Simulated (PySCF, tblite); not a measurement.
Isomers of C6H12OS, one GFN2-xTB conformer each. Single-point energies are computed at PBE0/pcSseg-1 (PySCF, gas phase, no added dispersion term), electronic only.

Problem. Rank them by PBE0/pcSseg-1 energy, lowest first (kcal/mol).
A. `[CH3:1][CH2:2][CH2:3][C@@H:4]1[CH2:5][CH2:6][S@:7]1=[O:8]` with C1–C2–C3–C4 -178°, C2–C3–C4–C5 -72°, C3–C4–C5–C6 -140°, C4–C5–C6–S7 21°, C5–C6–S7–O8 -123°, C3–C4–S7–C6 139°
B. `[O:1]=[S:2]1[CH2:3][CH2:4][CH2:5][CH2:6][CH2:7][CH2:8]1` with O1–S2–C3–C4 -161°, S2–C3–C4–C5 -39°, C3–C4–C5–C6 -51°, C4–C5–C6–C7 99°
C. `[CH2:1]=[CH:2][CH2:3][CH2:4][S@@:5](=[O:6])[CH2:7][CH3:8]` with C1–C2–C3–C4 124°, C2–C3–C4–S5 -48°, C3–C4–S5–O6 -179°, C4–S5–C7–C8 -170°

Solution. B (0.0), A (7.6), C (19.3).

As drawn, the highest has a C=C bond outside aromatic rings, which the lowest lacks. GFN2-xTB itself gives, in the same order: 0.0, 5.9, 28.2. Both levels put the same isomer lowest; measured from each level's own lowest isomer, the values differ by up to 8.9 kcal/mol (C=CCC[S@@](=O)CC: 28.2 against 19.3).

Problem. Which frontier levels, dipoles and rotational constants go with these structures?

Solution. 
```csv
SMILES,"HOMO (eV, PBE0/pcSseg-1)",LUMO (eV),dipole (D),"A, B, C (MHz)"
O=S1CCCCCC1,-6.34,0.85,4.38,"2576, 1568, 1108"
CCC[C@@H]1CC[S@]1=O,-6.42,0.38,4.05,"3705, 861.4, 753.2"
C=CCC[S@@](=O)CC,-6.33,-0.05,3.79,"2449, 1133, 938.2"
```

Problem. What happens when harmonic zero-point energies from GFN2-xTB frequencies are added?

Solution. 
```json
{"SMILES": "O=S1CCCCCC1", "ZPE (kcal/mol)": "108.2", "electronic (kcal/mol)": "0.0", "with ZPE (kcal/mol)": "0.0"}
{"SMILES": "CCC[C@@H]1CC[S@]1=O", "ZPE (kcal/mol)": "106.9", "electronic (kcal/mol)": "7.6", "with ZPE (kcal/mol)": "6.3"}
{"SMILES": "C=CCC[S@@](=O)CC", "ZPE (kcal/mol)": "104.5", "electronic (kcal/mol)": "19.3", "with ZPE (kcal/mol)": "15.6"}
```

The zero-point energies span 3.7 kcal/mol. The order is unchanged.

Problem. As an exercise, what shares would exp(−E/RT) give at 2000 K from these electronic energies alone (no entropy, no degeneracies)?

Solution. RT = 3.974 kcal/mol: O=S1CCCCCC1 86.5 %, CCC[C@@H]1CC[S@]1=O 12.8 %, C=CCC[S@@](=O)CC 0.7 %.
